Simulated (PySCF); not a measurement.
C₂H₈N, SMILES CC[NH3+], charge +1.

Coordinates come from a B3LYP-D3(BJ)/def2-SVP optimisation. The isomer is the one that the SMILES or the coordinates give; other isomers of the formula were not compared.

Two levels are set side by side: TDDFT-PBE/def2-SVPD (PySCF) and TDDFT-ωB97X/def2-SVPD (PySCF). Vertical, same geometry. The lowest singlet is HOMO→LUMO 100 % with PBE and HOMO→LUMO 89 % with the other functional; states are paired by order. Differences are taken from unrounded values.

```
quantity                               TDDFT-ωB97X  TDDFT-PBE  TDDFT-PBE minus TDDFT-ωB97X
-------------------------------------  -----------  ---------  ---------------------------
lowest singlet excitation (eV)                9.94       7.89                        -2.05
lowest triplet excitation (TDA) (eV)          9.86       7.80                        -2.05
first bright state (f over 0.05) (eV)        10.69       8.43                        -2.26
its oscillator strength                       0.06       0.05                         0.00
```

Functionals without exact exchange tend to place singlet excitations lower, as here. Differences between two approximate levels are no errors against the true value.

Rough cost on one machine, each run with all the roots and properties that it gave: TDDFT-ωB97X against TDDFT-PBE about 4 times.
